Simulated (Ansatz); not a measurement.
Total energies of `C[AsH]N[SiH3]`.

Cartesian coordinates in Å:
```
C 1.1207 1.6249 0.2888
As -0.1110 0.6453 1.4599
N -0.0178 -1.0212 0.6494
Si -0.7876 -1.4267 -0.8358
H 0.9983 2.6953 0.4667
H 2.1403 1.3371 0.5457
H 0.9331 1.4061 -0.7614
H -1.3744 1.1326 0.7412
H 0.1192 -1.7557 1.3260
H -0.3605 -2.7924 -1.2434
H -2.2781 -1.4053 -0.7663
H -0.3822 -0.4400 -1.8709
```

The species carries charge 0 and has multiplicity 1. Correlated methods include outer-core shells of As, which these sets cover unevenly. Scalar relativity is left out up to krypton. All single points use the PBE0-D4/def2-TZVP geometry. It is one conformer, not always the lowest. Basis def2-TZVPP, Ansatz.

RPA on PBE orbitals: Hartree–Fock energy of these orbitals -2620.11572 Eh, correlation -1.33258 Eh (frozen core).

```tsv
functional	energy without D4 (Eh)	D4 term (kJ/mol)
LDA (SPW92)	-2617.78125	–
PBE	-2622.48013	-27.2
r2SCAN	-2623.00928	-6.6
PBE0	-2622.59032	-23.1
B3LYP	-2623.17616	-44.0
BHLYP	-2623.02816	-34.7
CAM-B3LYP	-2623.18277	-23.6
LC-ωPBE	-2622.65664	–
ωB97M-V	-2622.89846	–
PBE-QIDH	-2622.17489	–
```

Q: Give the same for revPBE, BLYP, B97M-V, r2SCANh, r2SCAN0, HSE06 (plane-wave form), ωB97X-V, B2PLYP. (An estimate is asked.)

A: The calculation gave: 
| functional | energy without D4 (Eh) | D4 term (kJ/mol) |
| --- | --- | --- |
| revPBE | -2622.82935 | -79.7 |
| BLYP | -2623.09345 | -59.4 |
| B97M-V | -2622.61045 | – |
| r2SCANh | -2622.99802 | -7.1 |
| r2SCAN0 | -2622.98247 | -7.9 |
| HSE06 (plane-wave form) | -2622.57951 | -21.6 |
| ωB97X-V | -2622.82532 | – |
| B2PLYP | -2622.52483 | – |

B3LYP takes the VWN-RPA correlation (the form of Gaussian; ORCA's B3LYP/G). HSE06 is the plane-wave form, built on full-range PBE exchange. The double hybrids freeze the cores in their second-order part.

LC-ωPBE has ω = 0.4 bohr⁻¹.
